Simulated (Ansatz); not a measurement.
Basis-set series for `[F][W]([F])([F])([F])=[S]`. Total charge 0; spin multiplicity 1. W takes the def2 core potential. The geometry is a stationary point of PBE0-D4/def2-TZVP.

```json
{"functional": "PBE0-D4", "basis": "def2-SVP", "functions": "106", "energy (Eh)": "-863.93887", "HOMO (eV)": "-9.54", "LUMO (eV)": "-3.86"}
{"functional": "PBE0-D4", "basis": "def2-TZVPP", "functions": "222", "energy (Eh)": "-864.59793", "HOMO (eV)": "-9.44", "LUMO (eV)": "-3.66"}
{"functional": "ωB97M-V", "basis": "def2-SVP", "functions": "106", "energy (Eh)": "-864.24480", "HOMO (eV)": "-11.63", "LUMO (eV)": "-1.54"}
{"functional": "ωB97M-V", "basis": "def2-TZVPP", "functions": "222", "energy (Eh)": "-864.91325", "HOMO (eV)": "-11.55", "LUMO (eV)": "-1.35"}
```

Question: Give the rows for def2-QZVPP. (Best estimate.)

Answer: Ansatz gave: 
| functional | basis | functions | energy (Eh) | HOMO (eV) | LUMO (eV) |
| --- | --- | --- | --- | --- | --- |
| PBE0-D4 | def2-QZVPP | 379 | -864.63185 | -9.44 | -3.66 |
| ωB97M-V | def2-QZVPP | 379 | -864.94511 | -11.57 | -1.37 |
